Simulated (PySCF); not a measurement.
Species: C2H10OSi2.
SMILES with atom numbers: `[OH:1][SiH2:2][CH2:3][CH2:4][SiH3:5]` (hydrogens: H6 on O1; H7, H8 on Si2; H9, H10 on C3; H11, H12 on C4; H13, H14, H15 on Si5)

Method: PySCF, PBE0-D3(BJ)/def2-SVP geometry optimisation, gas phase.

What internal coordinates does the optimisation give?

```tsv
bond	length (bohr)
O1–Si2	3.158
Si2–C3	3.537
C3–C4	2.899
C4–Si5	3.565
O1–H6	1.816
Si2–H7, Si2–H8	2.834
C3–H9, C3–H10	2.088
C4–H11, C4–H12	2.086
Si5–H13, Si5–H14, Si5–H15	2.829
```

Bonds in one row agree within 0.02 bohr and their mean is given. A selection of angles:
```tsv
angle	degrees
Si2–O1–H6	117.2
O1–Si2–C3	105.7
O1–Si2–H7	110.6
C3–Si2–H7	110.4
C3–Si2–H8	111.0
H7–Si2–H8	107.8
Si2–C3–C4	113.0
Si2–C3–H9	107.5
C4–C3–H9	110.8
H9–C3–H10	105.8
C3–C4–Si5	113.8
C3–C4–H11	110.6
C3–C4–H12	110.0
Si5–C4–H11	108.1
H11–C4–H12	105.7
C4–Si5–H13	111.2
C4–Si5–H14	110.2
H13–Si5–H14	108.5
H14–Si5–H15	108.0
```

Torsions: O1–Si2–C3–C4 -58° (synclinal); Si2–C3–C4–Si5 177° (antiperiplanar); H6–O1–Si2–C3 175° (antiperiplanar). The mirror-image conformer, all signs reversed, is as good.

Of the pairs four or more bonds apart, O1···H12 is among the closest relative to their van der Waals radii: 2.81 Å, 103 % of the sum of Bondi's values. Si5 (SiH3 silicon) is tetrahedral (angles from 108.0° to 111.2°). O1 (silanol oxygen) is bent (angle 117.2°). Si2 (oxygen-bound silicon) is distorted tetrahedral (angles from 105.7° to 111.3°).

Point group: C1 (no symmetry element, even within 0.4 Å). No frequency check. One conformer, not necessarily the lowest (H–O1–Si2–C3 175°, O1–Si2–C3–C4 -58°, Si2–C3–C4–Si5 177°).
